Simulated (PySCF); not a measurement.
**TbS: from constants to spectrum**

UHF-MP2 constants of TbS, octet, about 8.1 electrons in the 4f shell (Mulliken), real f orbitals that mix terms (PySCF, spin-free X2C with a Gaussian nucleus, basis sets Tb x2c-SVPall, S x2c-SVPall; masses 158.9253 and 31.9721 u):

```
ωe   : 490.0 cm⁻¹
ωexe : 0.871 cm⁻¹
Be   : 0.12312 cm⁻¹
αe   : 0.000320 cm⁻¹
```

Task: What force constant and bond length do these constants imply?

Result: Reduced mass μred = 26.617 u; k = 5.8918×10⁻⁷·μred·ωe² (u, cm⁻¹, mdyn/Å) = 3.77 mdyn/Å; Re = √(16.8576/(μred·Be)) (u, cm⁻¹, Å) = 2.268 Å.

Task: Estimate the centrifugal constant D from the Kratzer relation and find the Dunham coefficient a1.

Result: D = 4Be³/ωe² = 3.11e-08 cm⁻¹; a1 = −1 − αeωe/(6Be²) = -2.72.

Correlated steps freeze 23 core orbitals. These are scalar-relativistic numbers at best; spin–orbit coupling would shift them, the dissociation energy most. The state is the lowest single determinant that the PBE0 search found; with open d or f shells the true ground state can be another one.
